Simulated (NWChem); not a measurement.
System: CHBrCl$_{2}$; SMILES BrC(Cl)Cl

```xyz
5

Cl    -0.0788     1.3121    -1.4569
C      0.4793     0.4958     0.0000
Cl    -0.0788     1.3121     1.4569
Br    -0.0340    -1.3732     0.0000
H      1.5735     0.5123     0.0000
```
Atoms are numbered in this order, from 1.

Level: PBE0/def2-SVP (NWChem), optimised geometry, unscaled harmonic frequencies. This build's default masses of Se (78.918 u) and Br (79.917 u) are each other's, which moves their modes by up to 0.6 %.

Task: List the harmonic frequencies with IR intensities, and the thermochemistry.

Result: 
```tsv
frequency (cm⁻¹)	IR intensity (km/mol)
218	0.1
224	0.0
337	0.4
614	26.8
743	129.0
790	143.2
1187	31.5
1226	16.4
3196	0.6
```

```
Property                                                                           Result
-----------------------------------------------------------------------  ----------------
zero-point energy                                                           12.2 kcal/mol
thermal correction to the enthalpy at 298.15 K (with zero-point energy)     15.7 kcal/mol
heat capacity Cv                                                         14.0 cal/(mol K)
entropy at 298.15 K and 1 atm (symmetry number 1)                        75.5 cal/(mol K)
dipole moment                                                                      1.10 D
```

Rigid rotor and harmonic oscillator.
